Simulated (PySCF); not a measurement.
H$_{3}$N, charge +1, doublet, at a GFN2-xTB geometry (a state made from the parent by changing its charge; the spin is typed, not shown lowest). Base run: PySCF with CCSD(T)/cc-pVTZ.

The PySCF input:
```python
from pyscf import gto, scf, cc

mol = gto.Mole()
mol.atom = '''
    N     0.00000000   -0.00000000    0.00000000
    H     0.01502573    1.02772160   -0.01944823
    H     0.88265094   -0.52673581    0.01709961
    H    -0.89767667   -0.50098579    0.00234863
'''
mol.basis = 'cc-pvtz'
mol.charge = 1
mol.spin = 1
mol.verbose = 4
mol.max_memory = 1800
mol.build()

mf = scf.UHF(mol)
mf.kernel()

mycc = cc.CCSD(mf, frozen=1)
mycc.kernel()
et = mycc.ccsd_t()
print('E(CCSD(T)) = %.10f' % (mycc.e_tot + et))
```

Each row names what was changed in the base input (with any setting that the change needs).

```csv
change,ΔE vs base (mEh),MP2 correlation (Eh),CC correlation without the perturbative part (Eh),basis functions
base,0.000,-0.17885,-0.19776,72
method = mp2,[?],-0.17885,-,72
method = ccsd,4.716,-0.17885,-0.19776,72
method = cisd,10.908,-,-,72
```

### Question
Fill in the missing entries.

### Answer

- method = mp2, ΔE vs base (mEh): 23.631

Open shells are given as the SCF converged; they aren't shown to be the lowest states, and a large step between rows can be another state.
